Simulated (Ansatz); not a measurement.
CH3F3OSn (`FC(F)(F)[O][SnH3]`). Charge 0, multiplicity 1. Sn takes the def2 core potential.

```xyz
9

F     2.567   -0.442    0.244
C     1.244   -0.595    0.294
F     0.893   -1.369   -0.769
F     0.975   -1.340    1.386
O     0.630    0.560    0.300
Sn   -1.288    0.748   -0.282
H    -1.243    0.781   -1.977
H    -2.114   -0.581    0.372
H    -1.666    2.238    0.432
```

Task: List the harmonic frequencies (cm⁻¹, unscaled) at PBE0-D4/def2-TZVP in Ansatz. (Best estimate.)

Result: Computed: 31, 79, 107, 315, 424, 472, 500, 516, 629, 660, 685, 696, 702, 717, 946, 1137, 1207, 1354, 1989, 1999, 2007.

Task: Is this a minimum?

Result: Yes, all 21 modes are real.

Task: Give the ideal-gas thermochemistry at 298.15 K and 1 bar (rigid rotor, harmonic oscillator; point group C1, symmetry number 1).

Result: Zero-point energy 102.7 kJ/mol; H(298) − E = 124.6 kJ/mol; entropy 376.6 J/(mol·K), of which translation 175.3, rotation 119.9, vibration 81.3; G(298) − E = 12.3 kJ/mol. Modes under 100 cm⁻¹ are hindered rotations or soft bends, so the harmonic entropy is rough.

Task: And at 400, 500, 600, 800 and 1000 K?

Result: 
| T (K) | H − E (kJ/mol) | S (J/mol/K) | G − E (kJ/mol) |
| --- | --- | --- | --- |
| 400 | 137.2 | 412.7 | -27.9 |
| 500 | 151.2 | 444.0 | -70.8 |
| 600 | 166.6 | 472.0 | -116.6 |
| 800 | 200.1 | 520.0 | -215.9 |
| 1000 | 236.0 | 560.0 | -324.1 |
